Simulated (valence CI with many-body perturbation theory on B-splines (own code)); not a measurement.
**E1 line list for Pt LXIV**

Computed by configuration interaction combined with many-body perturbation theory (CI+MBPT): five valence electrons over a frozen Dirac-Fock core [Ne], a basis of 9 s, 9 p, 8 d, 6 f, 3 g, 1 h functions for each j, with the one-electron correlation potential Σ1 (screened to all orders), the two-electron term Σ2, the three-electron term Σ3, Breit, model QED; selected single and double excitations, second order for the rest (own B-spline code, finite nucleus).

No measured spectrum was set against this ion. As an estimate, large intervals hold to a few tenths of a per cent, small ones and those within an open d or f shell to about a per cent. Among the levels kept, up to 640 cm⁻¹ of a level comes from second order outside the variational space, and about a tenth of that is noise between levels of different J, which matters for small intervals.

Lines 1 to 50 of 223 in falling wavelength, among levels below 8926.9 × 10³ cm⁻¹, chosen from the strongest by gf and those to the six lowest levels. Wavelengths and rates use the calculated energies. Electric multipoles are in the length gauge, E1 and E2 with the static RPA response of the core. Weak lines are less certain than strong ones. Lines between different terms over intervals too small for the method are left out, as are lines whose strength nearly cancels. The highest levels of a list are the least certain.

Levels are named by their leading jj configuration (3d3/2^4 stands for four electrons in 3d with j = 3/2), which in mixed levels can hold well under half, so a name can repeat and another be missing. Letters in brackets count levels of one name in rising energy.

| λ vac (nm) | Upper | Lower | A (s⁻¹) | S (a.u.) with core polarisation | S without |
| --- | --- | --- | --- | --- | --- |
| 15.72 | (3s^2 3p1/2 3p3/2^2) J=3/2 | (3s^2 3p1/2^2 3d5/2) J=5/2 | 1.41e+06 | 1.08e-05 | 1.10e-05 |
| 13.58 | (3s^2 3p1/2 3p3/2^2) J=5/2 | (3s^2 3p1/2^2 3d5/2) J=5/2 | 5.27e+06 | 3.90e-05 | 3.96e-05 |
| 9.486 | (3s 3p1/2^2 3p3/2 3d3/2) J=5/2 [a] | (3s^2 3p1/2 3p3/2 3d3/2) J=3/2 [b] | 2.24e+09 | 5.65e-03 | 5.74e-03 |
| 7.988 | (3s 3p1/2^2 3p3/2 3d3/2) J=7/2 | (3s^2 3p1/2 3p3/2 3d3/2) J=5/2 [b] | 9.40e+09 | 1.89e-02 | 1.92e-02 |
| 7.692 | (3s 3p1/2^2 3p3/2 3d3/2) J=3/2 [b] | (3s^2 3p1/2 3p3/2 3d3/2) J=3/2 [b] | 5.65e+09 | 5.08e-03 | 5.15e-03 |
| 7.631 | (3s 3p1/2^2 3p3/2 3d3/2) J=3/2 [b] | (3s^2 3p1/2 3p3/2 3d3/2) J=1/2 [b] | 2.95e+09 | 2.58e-03 | 2.62e-03 |
| 7.188 | (3s 3p1/2^2 3p3/2 3d3/2) J=5/2 [b] | (3s^2 3p1/2 3p3/2 3d3/2) J=3/2 [b] | 1.24e+09 | 1.36e-03 | 1.38e-03 |
| 7.095 | (3s 3p1/2^2 3p3/2 3d5/2) J=7/2 [a] | (3s^2 3p1/2 3p3/2 3d5/2) J=7/2 [b] | 8.38e+09 | 1.18e-02 | 1.20e-02 |
| 7.076 | (3s 3p1/2^2 3p3/2 3d5/2) J=9/2 | (3s^2 3p1/2 3p3/2 3d5/2) J=9/2 | 1.30e+10 | 2.27e-02 | 2.31e-02 |
| 7.060 | (3s 3p1/2^2 3p3/2 3d3/2) J=5/2 [a] | (3s^2 3p1/2 3p3/2 3d3/2) J=7/2 | 2.98e+09 | 3.11e-03 | 3.15e-03 |
| 7.014 | (3s 3p1/2^2 3p3/2 3d5/2) J=7/2 [a] | (3s^2 3p1/2 3p3/2 3d5/2) J=5/2 [b] | 1.24e+10 | 1.70e-02 | 1.72e-02 |
| 6.984 | (3s 3p1/2^2 3p3/2^2) J=5/2 | (3s^2 3p1/2 3p3/2^2) J=5/2 | 1.17e+10 | 1.18e-02 | 1.20e-02 |
| 6.978 | (3s 3p1/2^2 3p3/2 3d3/2) J=1/2 [b] | (3s^2 3p1/2 3p3/2 3d3/2) J=3/2 [b] | 4.02e+09 | 1.35e-03 | 1.37e-03 |
| 6.928 | (3s 3p1/2^2 3p3/2 3d3/2) J=1/2 [b] | (3s^2 3p1/2 3p3/2 3d3/2) J=1/2 [b] | 1.32e+10 | 4.33e-03 | 4.39e-03 |
| 6.718 | (3s 3p1/2^2 3p3/2 3d3/2) J=5/2 [a] | (3s^2 3p1/2 3p3/2 3d3/2) J=3/2 [a] | 2.82e+09 | 2.54e-03 | 2.57e-03 |
| 6.690 | (3s 3p1/2^2 3p3/2 3d3/2) J=5/2 [b] | (3s^2 3p1/2 3p3/2 3d3/2) J=5/2 [b] | 6.67e+09 | 5.91e-03 | 6.00e-03 |
| 6.639 | (3s 3p1/2^2 3p3/2 3d3/2) J=3/2 [a] | (3s^2 3p1/2 3p3/2 3d3/2) J=3/2 [a] | 1.06e+10 | 6.13e-03 | 6.22e-03 |
| 6.621 | (3s 3p1/2^2 3p3/2 3d3/2) J=3/2 [a] | (3s^2 3p1/2 3p3/2 3d3/2) J=1/2 [a] | 3.61e+09 | 2.07e-03 | 2.10e-03 |
| 6.620 | (3s 3p1/2^2 3p3/2 3d3/2) J=7/2 | (3s^2 3p1/2 3p3/2 3d3/2) J=7/2 | 1.77e+10 | 2.03e-02 | 2.06e-02 |
| 6.581 | (3s^2 3p1/2 3d3/2^2) J=3/2 | (3s^2 3p1/2 3p3/2 3d5/2) J=5/2 [a] | 2.20e+09 | 1.24e-03 | 1.26e-03 |
| 6.570 | (3s 3p1/2^2 3p3/2 3d3/2) J=5/2 [a] | (3s^2 3p1/2 3p3/2 3d3/2) J=5/2 [a] | 1.75e+10 | 1.47e-02 | 1.50e-02 |
| 6.563 | (3s 3p1/2^2 3p3/2 3d5/2) J=9/2 | (3s^2 3p1/2 3p3/2 3d5/2) J=7/2 [a] | 3.09e+10 | 4.30e-02 | 4.37e-02 |
| 6.560 | (3s 3p1/2 3p3/2^3) J=5/2 | (3s^2 3p3/2^3) J=3/2 | 1.99e+10 | 1.66e-02 | 1.68e-02 |
| 6.548 | (3s 3p1/2^2 3p3/2 3d3/2) J=1/2 [a] | (3s^2 3p1/2 3p3/2 3d3/2) J=3/2 [a] | 1.26e+10 | 3.49e-03 | 3.54e-03 |
| 6.540 | (3s 3p1/2^2 3p3/2 3d5/2) J=5/2 [a] | (3s^2 3p1/2 3p3/2 3d5/2) J=5/2 [a] | 1.93e+10 | 1.60e-02 | 1.62e-02 |
| 6.531 | (3s 3p1/2^2 3p3/2 3d3/2) J=1/2 [a] | (3s^2 3p1/2 3p3/2 3d3/2) J=1/2 [a] | 1.99e+10 | 5.46e-03 | 5.55e-03 |
| 6.526 | (3s 3p1/2^2 3p3/2^2) J=5/2 | (3s^2 3p1/2 3p3/2^2) J=3/2 | 1.86e+10 | 1.53e-02 | 1.56e-02 |
| 6.493 | (3s 3p1/2^2 3p3/2 3d3/2) J=3/2 [a] | (3s^2 3p1/2 3p3/2 3d3/2) J=5/2 [a] | 1.52e+10 | 8.21e-03 | 8.33e-03 |
| 6.456 | (3s 3p1/2^2 3p3/2^2) J=3/2 | (3s^2 3p1/2 3p3/2^2) J=1/2 | 6.53e+05 | 3.47e-07 | 3.55e-07 |
| 6.435 | (3s 3p1/2^2 3p3/2 3d5/2) J=7/2 [b] | (3s^2 3p1/2 3p3/2 3d5/2) J=7/2 [b] | 5.65e+09 | 5.95e-03 | 6.04e-03 |
| 6.416 | (3s 3p1/2^2 3p3/2 3d5/2) J=5/2 [a] | (3s^2 3p1/2 3p3/2 3d5/2) J=3/2 [a] | 2.75e+10 | 2.15e-02 | 2.18e-02 |
| 6.405 | (3s 3p1/2^2 3p3/2 3d5/2) J=1/2 | (3s^2 3p1/2 3p3/2 3d5/2) J=3/2 [b] | 3.57e+10 | 9.26e-03 | 9.40e-03 |
| 6.368 | (3s 3p1/2^2 3p3/2 3d5/2) J=7/2 [b] | (3s^2 3p1/2 3p3/2 3d5/2) J=5/2 [b] | 1.18e+10 | 1.20e-02 | 1.22e-02 |
| 6.362 | (3s 3p1/2^2 3p3/2^2) J=1/2 | (3s^2 3p1/2 3p3/2^2) J=1/2 | 4.01e+10 | 1.02e-02 | 1.04e-02 |
| 6.303 | (3s 3p1/2^2 3p3/2 3d5/2) J=3/2 [b] | (3s^2 3p1/2 3p3/2 3d5/2) J=1/2 | 2.54e+10 | 1.26e-02 | 1.27e-02 |
| 6.288 | (3s^2 3p1/2 3p3/2^2) J=3/2 | (3s^2 3p1/2^2 3d3/2) J=3/2 | 8.81e+04 | 4.33e-08 | 4.52e-08 |
| 6.187 | (3s 3p1/2^2 3p3/2 3d3/2) J=7/2 | (3s^2 3p1/2 3p3/2 3d3/2) J=5/2 [a] | 4.49e+09 | 4.20e-03 | 4.26e-03 |
| 6.178 | (3s 3p1/2^2 3p3/2 3d5/2) J=3/2 [b] | (3s^2 3p1/2 3p3/2 3d5/2) J=3/2 [b] | 3.22e+10 | 1.50e-02 | 1.52e-02 |
| 6.164 | (3s 3p1/2^2 3p3/2 3d5/2) J=7/2 [a] | (3s^2 3p1/2 3p3/2 3d5/2) J=9/2 | 1.02e+10 | 9.42e-03 | 9.56e-03 |
| 6.146 | (3s 3p1/2^2 3p3/2 3d5/2) J=3/2 [a] | (3s^2 3p1/2 3p3/2 3d5/2) J=5/2 [a] | 3.09e+10 | 1.42e-02 | 1.44e-02 |
| 6.086 | (3s^2 3p1/2 3d3/2^2) J=5/2 | (3s^2 3p1/2 3p3/2 3d3/2) J=3/2 [b] | 3.66e+09 | 2.44e-03 | 2.47e-03 |
| 6.037 | (3s 3p1/2^2 3p3/2 3d5/2) J=3/2 [a] | (3s^2 3p1/2 3p3/2 3d5/2) J=3/2 [a] | 8.91e+09 | 3.87e-03 | 3.93e-03 |
| 5.971 | (3s 3p1/2^2 3p3/2 3d5/2) J=5/2 [b] | (3s^2 3p1/2 3p3/2 3d5/2) J=7/2 [b] | 4.29e+10 | 2.70e-02 | 2.74e-02 |
| 5.945 | (3s 3p1/2^2 3p3/2^2) J=3/2 | (3s^2 3p1/2 3p3/2^2) J=5/2 | 3.87e+10 | 1.60e-02 | 1.63e-02 |
| 5.915 | (3s^2 3p1/2 3p3/2^2) J=5/2 | (3s^2 3p1/2^2 3d3/2) J=3/2 | 2.05e+08 | 1.26e-04 | 1.28e-04 |
| 5.914 | (3s 3p1/2^2 3p3/2 3d5/2) J=5/2 [b] | (3s^2 3p1/2 3p3/2 3d5/2) J=5/2 [b] | 1.88e+10 | 1.15e-02 | 1.17e-02 |
| 5.907 | (3s 3p1/2^2 3p3/2 3d3/2) J=3/2 [a] | (3s 3p1/2^2 3p3/2^2) J=1/2 | 4.21e+09 | 1.71e-03 | 1.74e-03 |
| 5.889 | (3s 3p1/2^2 3p3/2 3d3/2) J=5/2 [a] | (3s 3p1/2^2 3p3/2^2) J=3/2 | 1.17e+10 | 7.08e-03 | 7.18e-03 |
| 5.835 | (3s 3p1/2^2 3p3/2 3d3/2) J=1/2 [a] | (3s 3p1/2^2 3p3/2^2) J=1/2 | 7.54e+09 | 1.48e-03 | 1.50e-03 |
| 5.828 | (3s 3p1/2^2 3p3/2 3d3/2) J=3/2 [a] | (3s 3p1/2^2 3p3/2^2) J=3/2 | 7.01e+09 | 2.74e-03 | 2.78e-03 |
